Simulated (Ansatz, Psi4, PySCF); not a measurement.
tert-butyl chloride (C4H9Cl), singlet, at a GFN2-xTB geometry. Base run: MP2/cc-pVDZ (PySCF).

PySCF was given this input:
```python
from pyscf import gto, scf, mp

mol = gto.Mole()
mol.atom = '''
    C    -0.36790244    1.46695451   -0.68433856
    C    -0.03401853    0.02110744   -0.34773461
    C     1.29307953   -0.40182429   -0.96026537
    C    -1.15961046   -0.91967164   -0.75175438
    Cl    0.14210822   -0.08817371    1.45261835
    H    -0.48214563    1.57440656   -1.76130522
    H    -1.29575694    1.76770098   -0.20375897
    H     0.42549780    2.13111715   -0.35008832
    H     2.09465859    0.25313630   -0.62737382
    H     1.53905181   -1.42175600   -0.67468506
    H     1.22787094   -0.34954132   -2.04537780
    H    -1.29722604   -0.88267629   -1.83071125
    H    -2.09136341   -0.63067715   -0.27150675
    H    -0.92571546   -1.94215328   -0.46514734
'''
mol.basis = 'cc-pvdz'
mol.verbose = 4
mol.build()

mf = scf.RHF(mol)
mf.kernel()

pt = mp.MP2(mf)
pt.kernel()
print('E(MP2) = %.10f' % pt.e_tot)
```

The same geometry, method and basis name were run in Ansatz (a quantum-chemistry and plane-wave program) and Psi4 and PySCF, at each program's defaults and at the settings that a row names. The base is PySCF at its defaults. Differences at the defaults can come from grids, fitting, cores and function types together.

```json
[
 {"code and settings": "PySCF, defaults (exact integrals, spherical functions, all electrons correlated)", "ΔE vs base (mEh)": "0.000", "basis functions": "119", "E (Eh)": "-616.97639", "SCF cycles": "10"},
 {"code and settings": "Psi4, defaults (density fitting with its default set, spherical functions, all electrons correlated)", "ΔE vs base (mEh)": "(withheld)", "basis functions": "119", "E (Eh)": "(withheld)", "SCF cycles": "11"},
 {"code and settings": "Ansatz, defaults (factorised integrals, spherical functions, frozen core)", "ΔE vs base (mEh)": "17.268", "basis functions": "119", "E (Eh)": "-616.95912", "SCF cycles": "-"},
 {"code and settings": "PySCF, frozen core", "ΔE vs base (mEh)": "17.261", "basis functions": "119", "E (Eh)": "-616.95913", "SCF cycles": "10"},
 {"code and settings": "Psi4, exact integrals, spherical functions, frozen core", "ΔE vs base (mEh)": "17.261", "basis functions": "119", "E (Eh)": "-616.95913", "SCF cycles": "11"},
 {"code and settings": "Ansatz, high accuracy, frozen core", "ΔE vs base (mEh)": "17.261", "basis functions": "119", "E (Eh)": "-616.95913", "SCF cycles": "-"}
]
```

Some entries are withheld; supply them.


- Psi4, defaults (density fitting with its default set, spherical functions, all electrons correlated), ΔE vs base (mEh): 0.373
- Psi4, defaults (density fitting with its default set, spherical functions, all electrons correlated), E (Eh): -616.97602
